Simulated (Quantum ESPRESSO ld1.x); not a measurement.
The numbers below are computed, except where a source is named.
Task: The mean radii <r> (bohr) of the occupied orbitals of an atom or ion are listed with their occupations. Level of theory: Dirac Kohn-Sham, exchange-only LDA, spin-unpolarised, spherical densities, point nucleus (ld1.x of Quantum ESPRESSO 7.5).

orbital  occ.      <r>
1s1/2       2  0.02038
2s1/2       2  0.08595
2p1/2       2  0.07150
2p3/2       4  0.07878
3s1/2       2   0.2251
3p1/2       2   0.2148
3p3/2       4   0.2285
3d3/2       4   0.2014
3d5/2       6   0.2056
4s1/2       2   0.5074
4p1/2       2   0.5159
4p3/2       4   0.5473
4d3/2       4   0.5738
4d5/2       6   0.5847
5s1/2       2    1.206
5p1/2       2    1.329
5p3/2       4    1.417
4f5/2       6   0.7253
4f7/2       4   0.7353
5f5/2       1    4.248

Name the element and its charge. Open shells, if any, fill j = l - 1/2 first.

Result: Z = 68, erbium, charge +3: Er3+ in [Xe] 4f10 5f1. The 1s radius gives Z: for a bare nucleus <r> = (2 gamma + 1)/(2Z) with gamma = sqrt(1 - (Z/c)^2), 0.02012 bohr for Z = 68, and screening makes it slightly larger (0.02038 here). The occupations add up to 65, and the charge is Z minus that.
